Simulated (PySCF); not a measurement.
Exercise with solution: oscillator strength and radiative lifetime

SnOCl2, SMILES [Cl][Sn](=[O])[Cl].

Coordinates come from a B3LYP-D3(BJ)/def2-SVP optimisation. The def2 effective core potentials stand for the cores of Sn; spin–orbit coupling is left out.

TDDFT-M06-2X/def2-SVPD (PySCF) puts the first singlet state with f over 0.02 at 5.16 eV (vertical), with the transition dipole (0.000, -0.472, 0.000) in atomic units.

Find the oscillator strength, the wavelength and the radiative lifetime that this transition would have in vacuum if emission retraced absorption.


|μ|² = 0.2228 au, so |μ| = 1.20 D. ΔE = 5.16/27.211 = 0.1896 hartree. f = (2/3) ΔE |μ|² = 0.028 (the program prints 0.028).
λ = 1239.84/5.16 = 240 nm; ν = 41618 cm⁻¹.
Einstein's coefficient A = 0.6670 ν² f s⁻¹ (ν in cm⁻¹) = 3.3e7 s⁻¹, so τ = 1/A = 31 ns. This state is S5; the lower singlets have f = 0.017, 0.006, 0.000, 0.013. The figure is the radiative limit of this one transition; relaxation, internal conversion, crossing to triplets and a medium change what is measured.
